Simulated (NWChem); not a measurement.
System: GeH2BrF; SMILES [F][GeH2][Br]

Computed with NWChem. The geometry was optimised at B3LYP/6-31G* (spherical d). Vertical excitations in the gas phase; the lowest state need not have the same character in each row.

Question: Order these by “lowest excitation, singlet (eV)”, lowest first: PBE/aug-cc-pVDZ, TDA; PBE0/aug-cc-pVDZ, TDA; B3LYP/aug-cc-pVDZ, TDA.

Answer: PBE/aug-cc-pVDZ, TDA (5.56), B3LYP/aug-cc-pVDZ, TDA (5.86), PBE0/aug-cc-pVDZ, TDA (6.09)
